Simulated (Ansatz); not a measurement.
Molecule: C₅H₁₀Si (charge 0, singlet). SMILES: [SiH3]C1=CCCC1
Coordinates optimised at B3LYP-D3(BJ)/def2-TZVP (Ansatz, a program for electronic structure):
```
C
C 1 1.3367
H 2 1.0835 1 124.59
C 2 1.5065 3 122.27 1 -177.68
H 4 1.0924 2 112.86 3 -46.78
H 4 1.0967 5 106.39 2 -120.76
C 1 1.5202 2 110.15 3 -177.67
H 7 1.0924 1 112.82 2 -135.69
H 7 1.0960 8 106.36 1 120.39
C 4 1.5435 5 112.84 6 -123.08
H 10 1.0897 4 112.92 5 93.93
H 10 1.0915 11 107.44 7 -120.47
Si 1 1.8553 2 125.31 3 0.15
H 13 1.4820 1 109.88 2 1.43
H 13 1.4847 14 109.16 1 -121.53
H 13 1.4850 14 109.11 15 -116.88
```
Charge 0, spin multiplicity 1.

Wanted: vertical triplet-singlet gap (E(triplet) - E(singlet); each state is the SCF solution reached for its spin), in eV. Cores are frozen in the correlated levels unless marked. Open shells are spin-unrestricted. Spin-orbit coupling is left out. Non-relativistic. 

```
level                    program  vertical triplet-singlet gap (eV)
-----------------------  -------  ---------------------------------
HF/aug-cc-pV(T+d)Z        Ansatz                               3.29
r2SCAN/def2-TZVPD         Ansatz                               3.85
PBE0/def2-TZVPD           Ansatz                               3.98
CAM-B3LYP/def2-TZVPD      Ansatz                               4.08
RI-MP2/aug-cc-pV(T+d)Z    Ansatz                               4.58
CCSD(T)/aug-cc-pV(D+d)Z   Ansatz                               4.37
```
